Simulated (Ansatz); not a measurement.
Species: C₃H₁₀GeN (charge 0, doublet). It need not be the lowest isomer of its formula. 
Structure (B3LYP-D3(BJ)/def2-TZVP (Ansatz, an electronic-structure program) minimum search):
SMILES: C([N](C)[GeH3])[CH2]
```xyz
15

C      2.6839     0.5452    -0.8732
C      1.6449     0.2109     0.1346
N      0.2882     0.3690    -0.3799
C     -0.0714     1.7587    -0.6219
Ge    -1.0213    -0.6963     0.3808
H      3.6735     0.8563    -0.5678
H      2.4958     0.3462    -1.9195
H      1.7682    -0.8380     0.4482
H      1.8115     0.8099     1.0476
H     -0.0626     2.3732     0.2929
H     -1.0683     1.8184    -1.0611
H      0.6306     2.2114    -1.3270
H     -0.4989    -2.1415     0.3510
H     -2.2877    -0.5276    -0.4738
H     -1.3428    -0.2995     1.8461
```
Charge 0, spin multiplicity 2.

Basis-set convergence of Hartree-Fock and CCSD(T) correlation energies (hartree) with Ansatz. Valence correlation only, unless marked. Open shells are spin-unrestricted. No spin-orbit coupling. Frozen are the shells of the preceding noble gas and the d and f shells that filled before the atom's block. No relativistic terms.

```json
[
 {"basis": "cc-pVDZ", "functions": "133", "E(HF)": "-2249.15112", "E(corr, CCSD(T))": "-0.77050"},
 {"basis": "cc-pVTZ", "functions": "303", "E(HF)": "-2249.27584", "E(corr, CCSD(T))": "-0.92858"},
 {"basis": "cc-pVQZ", "functions": "588", "E(HF)": "-2249.29151", "E(corr, CCSD(T))": "-0.97606"}
]
```

Extrapolating the two largest sets (X = 3 and 4) as X^-3: E(corr) = (64·(-0.97606) - 27·(-0.92858))/37 = -1.0107 Eh, an estimate of the basis-set limit. The largest set recovers 96.6 % of it, the smallest 76.2 %.
